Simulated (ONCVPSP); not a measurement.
# Scattering properties, ONCV potential for Ca

* Element: Ca (Z = 20)
* Generator: ONCVPSP 4.0.1
* Type: optimised norm-conserving Vanderbilt (ONCV)
* Functional: BLYP
* Relativity: scalar-relativistic
* Frozen core: [Ne]
* Valence charge: 10
* Reference configuration: 3s2 3p6 4s2
* Partial waves: 3s+4s: rc 2.10 bohr, ncon 3, nbas 6, qcut 6.3 1/bohr, 2 projectors; 3p: rc 1.50 bohr, ncon 4, nbas 8, qcut 9.8 1/bohr, 1 projector; d scattering state at 0.11 Ha: rc 2.25 bohr, ncon 4, nbas 8, qcut 4 1/bohr, 2 projectors, debl 3.5 Ha
* Local potential: polynomial inside 0.95 bohr (lpopt 5, dvloc0 0 Ha)
* Core correction: Teter function fitted to the true core (icmod 2), fcfact 0.5

In the d channel the program set the typed energies aside and used -0.067, 3.433 Ha.

The phase is arctan(r·R′/R) of the radial function R(r), unwrapped; energies in Ha, scanned from -3 to 5 Ha. A pole is an energy at which the radial function vanishes at the test radius. The pseudo phase is shifted by a multiple of π to meet the all-electron one at the reference energy, and phase errors are pseudo minus all-electron; the curves can meet again beyond the range given. Levels narrower than the energy grid can be missing from the lists of poles.

```tsv
channel	radius (bohr)	reference energy (Ha)	poles, all-electron	poles, pseudo	unbroken range about the reference energy with phases within 0.05 rad	phase error 1 Ha above the reference energy (rad)
s	2.13	-0.13	-1.56, 3.27	-1.56, 3.04	below 3.6	-0.003
p	1.53	-1.02	0.29	0.27	below 2.1	-0.003
d	2.28	-0.07	0.32, 3.53	1.12, 3.53	-0.1 to -0.1	+0.493
```

Note: ghosts flagged at negative energy: d at -0.37 eV; no localised positive-energy state flagged. A true bound ghost makes a file unfit for plane-wave use.

Phases in the s channel:

```json
{"E (Ha)": "-2.98", "all-electron": "1.255", "pseudo": "1.255"}
{"E (Ha)": "-2.54", "all-electron": "1.163", "pseudo": "1.163"}
{"E (Ha)": "-2.10", "all-electron": "0.776", "pseudo": "0.776"}
{"E (Ha)": "-1.66", "all-electron": "-1.451", "pseudo": "-1.451"}
{"E (Ha)": "-1.22", "all-electron": "-1.761", "pseudo": "-1.761"}
{"E (Ha)": "-0.78", "all-electron": "-1.911", "pseudo": "-1.911"}
{"E (Ha)": "-0.34", "all-electron": "-2.111", "pseudo": "-2.111"}
{"E (Ha)": "0.10", "all-electron": "-2.551", "pseudo": "-2.551"}
{"E (Ha)": "0.54", "all-electron": "-3.507", "pseudo": "-3.509"}
{"E (Ha)": "0.98", "all-electron": "-4.161", "pseudo": "-4.165"}
{"E (Ha)": "1.42", "all-electron": "-4.413", "pseudo": "-4.418"}
{"E (Ha)": "1.86", "all-electron": "-4.536", "pseudo": "-4.542"}
{"E (Ha)": "2.30", "all-electron": "-4.610", "pseudo": "-4.619"}
{"E (Ha)": "2.74", "all-electron": "-4.662", "pseudo": "-4.676"}
{"E (Ha)": "3.18", "all-electron": "-4.705", "pseudo": "-4.730"}
{"E (Ha)": "3.62", "all-electron": "-4.743", "pseudo": "-4.798"}
{"E (Ha)": "4.06", "all-electron": "-4.782", "pseudo": "-4.981"}
{"E (Ha)": "4.50", "all-electron": "-4.827", "pseudo": "-7.433"}
{"E (Ha)": "4.94", "all-electron": "-4.888", "pseudo": "-7.782"}
```
